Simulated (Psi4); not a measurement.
Pair of molecules: N2 (SMILES N#N) (first 2 atoms) with N2 (SMILES N#N); geometry from B3LYP-D3(BJ)/def2-TZVP, rigid monomers moved along the line of their centres of mass till N2···N3 is 5.99 Å.
(charge 0, multiplicity 1):
```xyz
4

N     -0.38464    -0.10116    -0.56541
N      0.45102     0.14817     0.08987
N     -0.47659    -0.23433     5.99406
N      0.31824     0.12221     6.65060
```

Level of theory: SAPT0/jun-cc-pV(D+d)Z (Psi4).

### Question
Which attractive term is largest, and how does the interaction split up?

### Answer
electrostatics -0.01, exchange 0.00, induction 0.00, dispersion -0.01, total -0.02 kcal/mol; the largest attraction is dispersion.
